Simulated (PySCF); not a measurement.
A survey of $^{29}$Si NMR shifts

All values are calculated (PySCF): geometry: GFN2-xTB, NMR shieldings at PBE0/pcSseg-1/GIAO. One averaged value for each set of equivalent atoms, gas phase, one computed conformer, non-relativistic Hamiltonian.

Shieldings were converted by a linear fit to measured shifts: $^{29}$Si: δ = 279.94 − 0.822σ (rms 8.9 ppm, 72 shifts, 25.8 ppm with the 6 outliers that the fit left out vs TMS, solution or neat liquid). Occasional misses reach two or three times the rms, and more in compound classes unlike the fitted ones.

(1) Give the $^{29}$Si shifts of `C=C[SiH2][SiH2]C(C)(C)C=O`, `O=CN[C@@H]1C=C[C@@H]1N([SiH3])[SiH3]`, `CO[C@@H]1[SiH2]C=C1CC[SiH3]`, `C=CC[C@]1(C)C[SiH2]O[SiH2]1`, `C#CC1=C[SiH2][C@@H]1C`, `O=C1O[SiH2]C=C1[SiH2]F`, `CC(=O)O[C@@H]1C[SiH2]O[Si@H]1Cl`.

(2) Order these by $^{29}$Si shift, lowest first.
A. C=NC(=C)O[SiH2]OC(C)=O
B. CC1=C([SiH3])P1
C. C=C=CCC#C[SiH3]
D. CO[Si@H](O)n1ccc(O)c1

Answers

(1) 
| compound | environment | δ (ppm) |
| --- | --- | --- |
| [CH2:1]=[CH:2][SiH2:3][SiH2:4][C:5]([CH3:6])([CH3:7])[CH:8]=[O:9] | Si4: silicon bonded to C, Si, 2 H | -35.4 |
| [CH2:1]=[CH:2][SiH2:3][SiH2:4][C:5]([CH3:6])([CH3:7])[CH:8]=[O:9] | Si3: silicon bonded to C, Si, 2 H | -64.7 |
| O=CN[C@@H]1C=C[C@@H]1N([SiH3])[SiH3] | silicon bonded to N, 3 H (×2) | -49.8 |
| [CH3:1][O:2][C@@H:3]1[SiH2:4][CH:5]=[C:6]1[CH2:7][CH2:8][SiH3:9] | Si4: silicon bonded to 2 C, 2 H, in a 4-membered ring | -49.7 |
| [CH3:1][O:2][C@@H:3]1[SiH2:4][CH:5]=[C:6]1[CH2:7][CH2:8][SiH3:9] | Si9: silicon bonded to C, 3 H | -64.5 |
| [CH2:1]=[CH:2][CH2:3][C@:4]1([CH3:5])[CH2:6][SiH2:7][O:8][SiH2:9]1 | Si9: silicon bonded to C, O, 2 H, in a 5-membered ring | -2.2 |
| [CH2:1]=[CH:2][CH2:3][C@:4]1([CH3:5])[CH2:6][SiH2:7][O:8][SiH2:9]1 | Si7: silicon bonded to C, O, 2 H, in a 5-membered ring | -10.3 |
| C#CC1=C[SiH2][C@@H]1C | silicon bonded to 2 C, 2 H, in a 4-membered ring | -39.8 |
| [O:1]=[C:2]1[O:3][SiH2:4][CH:5]=[C:6]1[SiH2:7][F:8] | Si7: silicon bonded to C, F, 2 H | -14.5 |
| [O:1]=[C:2]1[O:3][SiH2:4][CH:5]=[C:6]1[SiH2:7][F:8] | Si4: silicon bonded to C, O, 2 H, in a 5-membered ring | -16.4 |
| [CH3:1][C:2](=[O:3])[O:4][C@@H:5]1[CH2:6][SiH2:7][O:8][Si@H:9]1[Cl:10] | Si7: silicon bonded to C, O, 2 H, in a 5-membered ring | -23.9 |
| [CH3:1][C:2](=[O:3])[O:4][C@@H:5]1[CH2:6][SiH2:7][O:8][Si@H:9]1[Cl:10] | Si9: silicon bonded to C, Cl, O, H, in a 5-membered ring | -29.1 |

(2) C (-88.8 ppm, silicon bonded to C, 3 H), B (-77.2 ppm, silicon bonded to C, 3 H), D (-51.6 ppm, silicon bonded to N, 2 O, H), A (-33.5 ppm, silicon bonded to 2 O, 2 H).
